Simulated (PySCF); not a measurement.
Planning an excited-state job on `N#CSc1ccsc1`.

Method: TDDFT PBE0/def2-SVPD, vertical, gas phase, core orbitals frozen in the response (PySCF 2.14.0, density-fitted response routines). Geometry: GFN2-xTB. Work: 8 singlets by full TDDFT, 3 Tamm–Dancoff triplets, polarisability, density fitting. The input is one job of a driver script: a line of settings, then coordinates in Å.

Input:
```
{"job": {"kind": "uv", "xc": "PBE0", "basis": "def2-SVPD", "nstates": 8, "ntriplets": 3}, "charge": 0, "multiplicity": 1}
N      3.113298     1.068603     0.915309
C      2.600651     0.305936     0.230224
S      1.873282    -0.817047    -0.782992
C      0.176734    -0.477685    -0.372532
C     -0.299893     0.723011     0.210480
C     -1.644394     0.695661     0.377342
S     -2.347949    -0.771619    -0.177033
C     -0.809845    -1.376952    -0.636732
H      0.332548     1.545661     0.489477
H     -2.271291     1.457091     0.795430
H     -0.717716    -2.349989    -1.074935
```

Hardware: one thread of an Arm Neoverse N1, no GPU (shared host).

Question: How large is the basis?

Answer: 198 functions for 72 electrons, with 807 fitting functions; the fitted three-index integrals, 807 × 198 × 199/2 numbers of 8 bytes, come to 120 MiB.

Question: What wall time should be expected on this hardware?

Answer: About 50 s. The SCF took 14 cycles.

Question: At this speed, how long would 100 such jobs take on 8 cores, one job a core?

Answer: 100/8 gives 13 rounds of 50 s, about 11 min of wall time and 1.4 core-hours, if the jobs don't slow each other.

Other jobs ran on the host; a repeat could differ by tens of per cent or more.

The run converged: HOMO -7.10 eV, LUMO -1.15 eV; lowest singlet 4.71 eV; lowest triplet 3.70 eV (Tamm–Dancoff); mean polarisability 96.8 au.
